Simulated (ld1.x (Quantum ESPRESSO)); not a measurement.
# lithium: one change to a TM potential, before and after

ld1.x (Quantum ESPRESSO) 7.5 input, shortened:

```
&input
   title='Li', zed=3., rel=1, dft='PBESOL', iswitch=3,
   config='[He] 2s1 2p0 3d-2'
 /
 &inputp
   pseudotype=2, tm=.true., lloc=0,
   nlcc=.true.
 /
3
2P  2  1   0.00   0.00  4.20  4.20  0.0
3D  3  2  -2.00   0.35  4.60  4.60  0.0
2S  1  0   1.00   0.00  3.25  3.25  0.0
 &test
   configts(1)='2s1 2p0'
 /
```

Change: wave 2s (bound): rc 3.25 bohr becomes 2s (bound): rc 3.42 bohr.

Cutoffs: the cutoffs (Ry, on a coarse ladder) from which the occupation-weighted sum of valence levels, in a spherical-Bessel basis at the reference potential, stays within 10 and 1 mRy of its value at 400 Ry; they do not see the model core or the augmentation charge, which bear on the density cutoff. Errors are all-electron minus pseudo energies relative to the spin-unpolarised reference configuration.

**Question.** What does the change do?

**Answer.** Both files are so soft that the ladder of cutoffs tells neither apart; the range in which the d phases agree widens (upper end 1.6 → 3.6); neither file shows a bound ghost.

| quantity | base | changed |
| --- | --- | --- |
| cutoff, loose | 6 Ry | 6 Ry |
| cutoff, tight | 6 Ry | 6 Ry |
| bound ghosts | none | none |
| error for 2s0.5 2p0, meV [ΔE 2.01 eV] | +0.7 | +0.4 |
| error for 2s0 2p1, meV [ΔE 1.76 eV] | -9.8 | -11 |
| s: phases at 4.99 bohr within 0.05 rad from the reference energy up to (Ry; the scan ends near 5) | 0.5 | 0.5 |
| p: phases at 4.99 bohr within 0.05 rad from the reference energy up to (Ry; the scan ends near 5) | 0.6 | 0.6 |
| d: phases at 4.99 bohr within 0.05 rad from the reference energy up to (Ry; the scan ends near 5) | 1.6 | 3.6 |
